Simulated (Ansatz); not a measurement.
CH$_{4}$FNSi (`N=C[SiH2]F`), relaxed with RKS PBE0-D4/def2-TZVP in the Gaussian-basis code of Ansatz from a PBE-D4/def2-SVP geometry. The force threshold is 0.005 eV/Å; the program also tests the step.

Total charge 0; spin multiplicity 1.

Start:

```xyz
8

N    -1.690   -0.023    0.768
C    -0.600    0.617    0.536
Si    0.859   -0.106   -0.443
F     0.362   -1.626   -0.827
H    -1.634   -0.973    0.346
H    -0.529    1.654    0.944
H     1.124    0.651   -1.713
H     2.107   -0.194    0.388
```

How much energy does the relaxation release, and in how many steps? (Best estimate.)

Computed: 6.19 kJ/mol, in 7 steps.

Which bonds change most? (An estimate is asked.)

Computed: Si3–F4 from 1.646 to 1.601 Å; C2–H6 from 1.117 to 1.098 Å; Si3–H7 from 1.502 to 1.483 Å; Si3–H8 from 1.502 to 1.483 Å.

Give the relaxed structure. (Best estimate.)

Computed: 
```xyz
8

N    -1.673   -0.014    0.770
C    -0.592    0.606    0.526
Si    0.850   -0.117   -0.443
F     0.405   -1.602   -0.843
H    -1.657   -0.957    0.372
H    -0.521    1.629    0.916
H     1.112    0.651   -1.684
H     2.077   -0.196    0.385
```
